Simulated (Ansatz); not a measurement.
# Molecular dynamics of AgF

input.yaml

```yaml
crystal:
  periodic: [false, false, false]
  atoms:
    - { symbol: F, position_ang: [0.85721, -0.333282, 0.424201] }
    - { symbol: Ag, position_ang: [-0.82771, 0.273082, -0.420101] }
magnetization:
  spin_polarized: true
basis:
  gaussian: { orbitals: def2-SVP }
hamiltonian:
  xc: b3lyp
  dispersion: d4
md:
  timestep: 2.0
  n_steps: 244
  ensemble: nve
  temperature: 3000.0
  initial_velocities: maxwell_boltzmann
  seed: 393853
```

Launched with:

```bash
$ ansatz run input.yaml --threads 1 --pin off --max-ram 2048MiB --backend cpu --events-out ev --progress --plain --runs-dir out
```

It starts from a relaxed structure.

Output, in part (one step line in 5, the closing report, with atoms numbered from 0):

```
md step     0: t =     0.00 fs  T =  3000.0 K  F+E_penalty+E_count = -6714.40786016 eV  E_kin = 0.129260 eV  conserved = -6714.27860016 eV  (33 SCF iters)
md step     5: t =    10.00 fs  T =  1140.2 K  F+E_penalty+E_count = -6714.32686740 eV  E_kin = 0.049129 eV  conserved = -6714.27773830 eV  (37 SCF iters)
md step    10: t =    20.00 fs  T =    59.8 K  F+E_penalty+E_count = -6714.28005707 eV  E_kin = 0.002576 eV  conserved = -6714.27748096 eV  (26 SCF iters)
md step    15: t =    30.00 fs  T =  2041.9 K  F+E_penalty+E_count = -6714.36600724 eV  E_kin = 0.087977 eV  conserved = -6714.27802985 eV  (37 SCF iters)
md step    20: t =    40.00 fs  T =  2607.7 K  F+E_penalty+E_count = -6714.39095807 eV  E_kin = 0.112357 eV  conserved = -6714.27860126 eV  (37 SCF iters)
md step    25: t =    50.00 fs  T =     7.2 K  F+E_penalty+E_count = -6714.27742363 eV  E_kin = 0.000310 eV  conserved = -6714.27711398 eV  (29 SCF iters)
md step    30: t =    60.00 fs  T =  2413.7 K  F+E_penalty+E_count = -6714.38253424 eV  E_kin = 0.103998 eV  conserved = -6714.27853656 eV  (36 SCF iters)
md step    35: t =    70.00 fs  T =  2238.0 K  F+E_penalty+E_count = -6714.37453638 eV  E_kin = 0.096428 eV  conserved = -6714.27810814 eV  (36 SCF iters)
md step    40: t =    80.00 fs  T =   126.3 K  F+E_penalty+E_count = -6714.28293609 eV  E_kin = 0.005441 eV  conserved = -6714.27749487 eV  (31 SCF iters)
md step    45: t =    90.00 fs  T =   946.4 K  F+E_penalty+E_count = -6714.31846266 eV  E_kin = 0.040776 eV  conserved = -6714.27768631 eV  (38 SCF iters)
md step    50: t =   100.00 fs  T =  2981.4 K  F+E_penalty+E_count = -6714.40700871 eV  E_kin = 0.128459 eV  conserved = -6714.27855003 eV  (37 SCF iters)
md step    55: t =   110.00 fs  T =   873.0 K  F+E_penalty+E_count = -6714.31533304 eV  E_kin = 0.037616 eV  conserved = -6714.27771741 eV  (37 SCF iters)
md step    60: t =   120.00 fs  T =  1010.8 K  F+E_penalty+E_count = -6714.32135754 eV  E_kin = 0.043552 eV  conserved = -6714.27780550 eV  (37 SCF iters)
md step    65: t =   130.00 fs  T =  2956.8 K  F+E_penalty+E_count = -6714.40591854 eV  E_kin = 0.127400 eV  conserved = -6714.27851895 eV  (37 SCF iters)
md step    70: t =   140.00 fs  T =   849.9 K  F+E_penalty+E_count = -6714.31428101 eV  E_kin = 0.036620 eV  conserved = -6714.27766147 eV  (37 SCF iters)
md step    75: t =   150.00 fs  T =   170.3 K  F+E_penalty+E_count = -6714.28484190 eV  E_kin = 0.007338 eV  conserved = -6714.27750415 eV  (30 SCF iters)
md step    80: t =   160.00 fs  T =  2335.3 K  F+E_penalty+E_count = -6714.37877034 eV  E_kin = 0.100620 eV  conserved = -6714.27814986 eV  (37 SCF iters)
md step    85: t =   170.00 fs  T =  2299.7 K  F+E_penalty+E_count = -6714.37757977 eV  E_kin = 0.099087 eV  conserved = -6714.27849238 eV  (37 SCF iters)
md step    90: t =   180.00 fs  T =    29.9 K  F+E_penalty+E_count = -6714.27841807 eV  E_kin = 0.001287 eV  conserved = -6714.27713104 eV  (26 SCF iters)
md step    95: t =   190.00 fs  T =  2694.6 K  F+E_penalty+E_count = -6714.39472499 eV  E_kin = 0.116100 eV  conserved = -6714.27862481 eV  (36 SCF iters)
md step   100: t =   200.00 fs  T =  1936.1 K  F+E_penalty+E_count = -6714.36140917 eV  E_kin = 0.083418 eV  conserved = -6714.27799074 eV  (37 SCF iters)
md step   105: t =   210.00 fs  T =    34.8 K  F+E_penalty+E_count = -6714.27897406 eV  E_kin = 0.001498 eV  conserved = -6714.27747618 eV  (30 SCF iters)
md step   110: t =   220.00 fs  T =  1244.9 K  F+E_penalty+E_count = -6714.33140512 eV  E_kin = 0.053637 eV  conserved = -6714.27776813 eV  (38 SCF iters)
md step   115: t =   230.00 fs  T =  2994.1 K  F+E_penalty+E_count = -6714.40762825 eV  E_kin = 0.129007 eV  conserved = -6714.27862104 eV  (37 SCF iters)
md step   120: t =   240.00 fs  T =   507.7 K  F+E_penalty+E_count = -6714.29934681 eV  E_kin = 0.021874 eV  conserved = -6714.27747290 eV  (36 SCF iters)
md step   125: t =   250.00 fs  T =  1430.9 K  F+E_penalty+E_count = -6714.33971220 eV  E_kin = 0.061653 eV  conserved = -6714.27805908 eV  (36 SCF iters)
md step   130: t =   260.00 fs  T =  2831.5 K  F+E_penalty+E_count = -6714.40041465 eV  E_kin = 0.122000 eV  conserved = -6714.27841416 eV  (36 SCF iters)
md step   135: t =   270.00 fs  T =   590.3 K  F+E_penalty+E_count = -6714.30303319 eV  E_kin = 0.025435 eV  conserved = -6714.27759803 eV  (37 SCF iters)
md step   140: t =   280.00 fs  T =   333.8 K  F+E_penalty+E_count = -6714.29192253 eV  E_kin = 0.014383 eV  conserved = -6714.27753953 eV  (30 SCF iters)
md step   145: t =   290.00 fs  T =  2593.2 K  F+E_penalty+E_count = -6714.39000392 eV  E_kin = 0.111731 eV  conserved = -6714.27827291 eV  (37 SCF iters)
md step   150: t =   300.00 fs  T =  1925.8 K  F+E_penalty+E_count = -6714.36129958 eV  E_kin = 0.082976 eV  conserved = -6714.27832380 eV  (36 SCF iters)
md step   155: t =   310.00 fs  T =   181.5 K  F+E_penalty+E_count = -6714.28506033 eV  E_kin = 0.007818 eV  conserved = -6714.27724195 eV  (30 SCF iters)
md step   160: t =   320.00 fs  T =  2887.6 K  F+E_penalty+E_count = -6714.40307274 eV  E_kin = 0.124419 eV  conserved = -6714.27865364 eV  (37 SCF iters)
md step   165: t =   330.00 fs  T =  1619.7 K  F+E_penalty+E_count = -6714.34767050 eV  E_kin = 0.069788 eV  conserved = -6714.27788225 eV  (37 SCF iters)
md step   170: t =   340.00 fs  T =     0.3 K  F+E_penalty+E_count = -6714.27748059 eV  E_kin = 0.000011 eV  conserved = -6714.27746931 eV  (27 SCF iters)
md step   175: t =   350.00 fs  T =  1559.3 K  F+E_penalty+E_count = -6714.34504799 eV  E_kin = 0.067185 eV  conserved = -6714.27786291 eV  (38 SCF iters)
md step   180: t =   360.00 fs  T =  2913.7 K  F+E_penalty+E_count = -6714.40419399 eV  E_kin = 0.125541 eV  conserved = -6714.27865298 eV  (36 SCF iters)
md step   185: t =   370.00 fs  T =   223.7 K  F+E_penalty+E_count = -6714.28691114 eV  E_kin = 0.009639 eV  conserved = -6714.27727258 eV  (37 SCF iters)
md step   190: t =   380.00 fs  T =  1849.4 K  F+E_penalty+E_count = -6714.35796936 eV  E_kin = 0.079684 eV  conserved = -6714.27828576 eV  (37 SCF iters)
md step   195: t =   390.00 fs  T =  2636.8 K  F+E_penalty+E_count = -6714.39190520 eV  E_kin = 0.113609 eV  conserved = -6714.27829621 eV  (37 SCF iters)
md step   200: t =   400.00 fs  T =   370.4 K  F+E_penalty+E_count = -6714.29350876 eV  E_kin = 0.015961 eV  conserved = -6714.27754777 eV  (32 SCF iters)
md step   205: t =   410.00 fs  T =   545.3 K  F+E_penalty+E_count = -6714.30108331 eV  E_kin = 0.023496 eV  conserved = -6714.27758762 eV  (30 SCF iters)
md step   210: t =   420.00 fs  T =  2799.5 K  F+E_penalty+E_count = -6714.39901229 eV  E_kin = 0.120620 eV  conserved = -6714.27839264 eV  (37 SCF iters)
md step   215: t =   430.00 fs  T =  1511.5 K  F+E_penalty+E_count = -6714.34323071 eV  E_kin = 0.065126 eV  conserved = -6714.27810512 eV  (37 SCF iters)
md step   220: t =   440.00 fs  T =   446.6 K  F+E_penalty+E_count = -6714.29667189 eV  E_kin = 0.019241 eV  conserved = -6714.27743069 eV  (38 SCF iters)
md step   225: t =   450.00 fs  T =  2986.2 K  F+E_penalty+E_count = -6714.40729472 eV  E_kin = 0.128664 eV  conserved = -6714.27863065 eV  (36 SCF iters)
md step   230: t =   460.00 fs  T =  1303.7 K  F+E_penalty+E_count = -6714.33395620 eV  E_kin = 0.056171 eV  conserved = -6714.27778534 eV  (37 SCF iters)
md step   235: t =   470.00 fs  T =    23.8 K  F+E_penalty+E_count = -6714.27849886 eV  E_kin = 0.001025 eV  conserved = -6714.27747421 eV  (25 SCF iters)
md step   240: t =   480.00 fs  T =  1876.7 K  F+E_penalty+E_count = -6714.35882944 eV  E_kin = 0.080860 eV  conserved = -6714.27796962 eV  (37 SCF iters)
md step   244: t =   488.00 fs  T =  2974.3 K  F+E_penalty+E_count = -6714.40679062 eV  E_kin = 0.128152 eV  conserved = -6714.27863887 eV  (34 SCF iters)
Total energy: -6714.40698020 eV, -246.7499053337 hartree
Atom 0 at     0.849031    -0.330339     0.420103 Å, force     0.163148    -0.058713     0.081752 eV/Å
Atom 1 at    -0.826269     0.272564    -0.419379 Å, force    -0.163148     0.058713    -0.081752 eV/Å
Dipole moment:    -0.895798     0.322377    -0.448878 e Å
```

The run went to its last step. The conserved energy stayed within 0.75 meV per atom of its start (net change -0.02 meV per atom), so the integration is sound. The temperature averaged 0.50 of the 3000 K drawn at the start: a run that starts near a minimum puts about half its kinetic energy into the potential. A run of 0.49 ps of so small a system gives no equilibrium averages.

The same pairs are bonded in the first frame and the last. Pairs count as bonded within 1.25 times the sum of covalent radii (0.12 Å more for H–H).

Last frame:

```xyz
2
Properties=species:S:1:pos:R:3
F 0.849 -0.330 0.420
Ag -0.826 0.273 -0.419
```

The run took 25 min on 1 thread of Intel(R) Xeon(R) Processor @ 2.50GHz (Skylake/Cascade Lake), on a shared host, peak memory 0.12 GiB.
